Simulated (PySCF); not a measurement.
Atoms are numbered as in `[CH3:1][NH2+:2][BH2-:3][PH2:4]` (H(Xn): hydrogen on atom n).

Geometry: PBE0-D3(BJ)/def2-SVP; GIAO shifts from PySCF 2.14, gas phase, non-relativistic, averaged over equivalent atoms.

At PBE0/6-31G* (78 basis functions, 6.3 s wall time on 1 thread of an Arm Neoverse V1, shared host):
| atoms | δ (ppm) |
| --- | --- |
| C1 | 33.0 |
| N2 | 41.0 |
| B3 | -17.2 |
| P4 | -203.4 |
| H(B3) | 2.73 |
| H(C1) | 2.54 |
| H(N2) | 2.32 |
| H(P4) | 1.87 |

Referencing at the same level of theory: ¹³C (σref 194.14) and ¹H (σref 31.96) against TMS; NH3 for ¹⁵N (σref 259.38); BF3·OEt2 for ¹¹B (σref 112.25); ³¹P (σref 376.23) vs H3PO4.

Task: What do these become at mPW1PW91/pcSseg-2?

Result: 
| atoms | δ at mPW1PW91/pcSseg-2 | change |
| --- | --- | --- |
| C1 | 36.0 | +3.0 |
| N2 | 57.7 | +16.7 |
| B3 | -18.3 | -1.1 |
| P4 | -238.5 | -35.1 |
| H(B3) | 2.50 | -0.23 |
| H(C1) | 2.56 | +0.02 |
| H(N2) | 2.71 | +0.39 |
| H(P4) | 1.88 | +0.01 |

Scale: TMS for ¹³C (σref 183.53) and ¹H (σref 31.29); ¹⁵N (σref 260.49) vs NH3; BF3·OEt2 for ¹¹B (σref 99.12); ³¹P (σref 294.97) vs H3PO4 (reference shieldings calculated alike).

The largest change is at P4 (phosphorus bonded to B, 2 H). Cost: 277 basis functions, 30 s wall time on 1 thread of an Arm Neoverse V1, shared host.

Experimental scales use liquid or dissolved standards, which lie at an offset from isolated NH3 (liquid NH3: subtract about 20 ppm) and H3PO4.
